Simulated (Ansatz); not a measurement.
Calculated with Ansatz (gas phase, PBE0-D4/def2-TZVP geometries, no zero-point term in ΔE). CCSD(T)/CBS adds triple-zeta CCSD(T) − MP2 to the extrapolated MP2 energy (def2 sets, frozen cores). This one scheme is used for every species. DFT in def2-TZVPP. One conformer a species, not always the lowest.

Reaction (silylene formation by 1,1-elimination): `O[SiH](O)C[SiH2]F` → `C[SiH](O)O` + `F[SiH]`

```csv
level,ΔE (kJ/mol)
PBE-D4,219.6
r2SCAN-D4,243.0
PBE,207.9
CCSD/CBS(def2),221.5
```

What does CCSD(T)/CBS give? (An estimate is asked.)

Computed: +224.8 kJ/mol. The listed levels differ from it by -5.2, 18.2, -16.9, -3.3 kJ/mol.

Largest T1 diagnostic among the species: 0.015.

In def2-TZVPP, CCSD(T) changes the Hartree–Fock value by +11.2 kJ/mol (the triples alone add +3.3 kJ/mol) and MP2 by +29.2 kJ/mol. The D4 term adds +18.7 kJ/mol with B3LYP and +10.3 kJ/mol with PBE0; it sums over pairs of atoms, weighted by their polarisabilities, and B3LYP, whose exchange is more repulsive, gets the larger term.

B3LYP here is the variant with VWN-RPA as its local correlation; programs differ in this.
